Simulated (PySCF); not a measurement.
# One molecule, several mistakes: BCGeH7N

Calculated results; nothing here was measured. They come from PySCF 2.14.0, an open-source quantum chemistry program, on an isolated molecule that a program drew, which may never have been made. The molecule is BCGeH7N (charge 0, doublet), drawn as the SMILES string `CB[NH][GeH2]`.

Each row is a Hartree-Fock (HF) and frozen-core CCSD(T) single point in the cc-pVDZ basis, meant for a local HF minimum. Run 1 is clean. Each other run has one planted mistake out of seven kinds, and not every kind appears here: one electron removed, one electron added, multiplicity raised by two, geometry at a saddle point, minimal basis STO-3G, one bond length entered in bohr, all coordinates scaled. The reference is restricted for singlets and unrestricted otherwise, and also for a bond in bohr. Adding or removing an electron swaps singlet and doublet. Electrons count all cores. HOMO and LUMO are orbital energies over both spins, the gradient is its largest component, and the lowest frequency (negative if imaginary) is given only where the gradient is small. Bond lengths are over the 10 bonds as drawn. T1 is the CCSD diagnostic: over 0.02 (restricted) or 0.045 (unrestricted) a single reference is doubtful. Germanium has the cc-pVDZ-PP basis, with a core potential (ECP10MDF) in place of its 10 inner electrons, and its 3s, 3p and 3d shells are frozen in CCSD(T).

Geometry of the clean run:
```xyz
11
BCGeH7N, angstrom
C    -1.0678    0.0524   -1.2501
B     0.0853   -0.1465   -0.1817
N     1.1413   -1.0616   -0.3527
Ge    2.5778   -1.3303    0.7877
H    -2.0437   -0.1437   -0.7917
H    -0.9738   -0.5845   -2.1348
H    -1.0950    1.0962   -1.5836
H     0.0711    0.5064    0.8348
H     1.1634   -1.5821   -1.2109
H     2.1167   -1.0323    2.2198
H     3.0315   -2.7933    0.6279
```

```
run,electrons,basis functions,<S^2>,HOMO (eV),LUMO (eV),gradient (hartree/bohr),lowest frequency (cm^-1),mean bond (Å),longest bond (Å),T1,HF (hartree),CCSD(T) (hartree),mistake
1,57,100,0.754,-8.57,1.24,3.8e-05,95,1.3418,1.854,0.0141,-414.48189,-415.03280,no fault
2,56,100,0.000,-16.34,-6.82,8.4e-02,-,1.3418,1.854,0.0203,-414.19831,-414.74884,one electron removed
3,57,100,0.754,-8.31,1.54,5.5e-02,-,1.2667,1.750,0.0125,-414.44601,-414.98622,all coordinates scaled
4,57,100,1.003,-8.86,0.76,2.6e-02,-,1.4783,2.898,0.0331,-414.40630,-414.94919,one bond length entered in bohr
5,57,100,3.773,-4.14,-1.24,1.1e-01,-,1.3418,1.854,0.0174,-414.26112,-414.78002,?
6,58,100,0.000,-0.47,8.65,7.9e-02,-,1.3418,1.854,0.0166,-414.46580,-415.04879,?
```

**Which mistake was planted in run 5, and what did it cost?**

Electrons, basis and geometry are unchanged, and <S^2> is 3.773, beside S(S+1) = 3.75 for a multiplicity of 4. So the mistake is: multiplicity raised by two. Subtracting run 1 and multiplying by 627.51 kcal/mol a hartree, the energy moved by 138.5 kcal/mol in HF and 158.6 kcal/mol in CCSD(T).

**Which mistake was planted in run 6, and what did it cost?**

It counts 58 electrons, one more than the clean run, at the same geometry and basis. So the mistake is: one electron added. Subtracting run 1 and multiplying by 627.51 kcal/mol a hartree, the energy moved by 10.1 kcal/mol in HF and -10.0 kcal/mol in CCSD(T).

Cautions from the logs. Run 2: T1 is over the limit, so its CCSD(T) energy is less reliable.
